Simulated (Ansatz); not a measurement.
Reaction (ligand exchange at the Si–C bond): `C[SiH](N)CN` + silanol → `C[SiH](N)O[SiH3]` + CH₃NH₂

Gas-phase electronic energies from Ansatz, PBE0-D4/def2-TZVP geometries. CCSD(T)/CBS adds triple-zeta CCSD(T) − MP2 to the extrapolated MP2 energy (def2 sets, frozen cores). Functionals use def2-TZVPP. B3LYP here is the variant with VWN-RPA as its local correlation; programs differ in this. Each species was taken in one conformer, which may not be the lowest.

```json
{"level": "B3LYP-D4", "ΔE (kcal/mol)": "-33.9"}
{"level": "MP2/def2-TZVPP", "ΔE (kcal/mol)": "-33.2"}
{"level": "CCSD(T)/def2-TZVPP", "ΔE (kcal/mol)": "-33.2"}
{"level": "MP2/CBS(def2)", "ΔE (kcal/mol)": "-33.3"}
```

(1) What does CCSD(T)/CBS give? (An estimate is asked.)

Largest T1 diagnostic among the species: 0.011.

Answers

(1) The calculation gave: -33.3 kcal/mol. The listed levels differ from it by -0.6, 0.1, 0.1, 0.0 kcal/mol.

In def2-TZVPP, CCSD(T) changes the Hartree–Fock value by +5.6 kcal/mol (the triples alone add +0.7 kcal/mol) and MP2 by +5.6 kcal/mol. From PBE to PBE0 (25 % exact exchange), in def2-TZVPP and without D4, ΔE moves by −1.4 kcal/mol.
